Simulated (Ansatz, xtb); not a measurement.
## Relaxing a trial structure of ClF2OSi2

The starting geometry of this gas-phase doublet has its atoms placed at random.

```xyz
6

Cl   -0.6543    1.0899   -1.0664
F    -0.8384   -1.3327   -0.4000
F     1.4302    1.0628   -0.4616
O     0.7921    0.5814    0.5573
Si    0.7342   -1.6850   -0.3951
Si   -1.2577    1.2346    1.1657
```

Problem. Guess where an optimisation with r2SCAN-D4/def2-SVP ends from this start.

Solution. It ends as a structure given below by its coordinates. Contacts that open: F3–O4 (1.30 → 2.66 Å). Contacts that close: F3–Si5 (2.84 → 1.62 Å), O4–Si5 (2.46 → 1.66 Å), O4–Si6 (2.24 → 1.67 Å).

The energy falls by 12.08 eV over 21 steps:

| step | E − E(last) (eV) |
| --- | --- |
| 1 | 12.077 |
| 3 | 7.565 |
| 5 | 4.636 |
| 8 | 4.037 |
| 10 | 1.560 |
| 12 | 0.296 |
| 14 | 0.041 |
| 17 | 0.001 |
| 19 | 0.000 |
| 21 | 0.000 |

Final geometry (Å):

| atom | x (Å) | y (Å) | z (Å) |
| --- | --- | --- | --- |
| Cl | -1.3749 | 1.7258 | -1.0237 |
| F | -0.1700 | -1.6879 | -0.7857 |
| F | 1.8030 | 0.0053 | -0.9632 |
| O | 0.0680 | 0.2325 | 1.0447 |
| Si | 0.8960 | -0.8341 | 0.0774 |
| Si | -1.0160 | 1.5094 | 1.0504 |

From the same start GFN2-xTB ends elsewhere, at `F[Si]O[Si](F)Cl`.

From so rough a start the end depends on the optimiser's path, so another program may land elsewhere. No frequencies were run, so the end isn't proven a minimum. Open shells are spin-unrestricted. Run with Ansatz 0.2.0, 2.4 min on 2 threads of Intel(R) Xeon(R) Platinum 8488C (Sapphire Rapids), on a shared host.
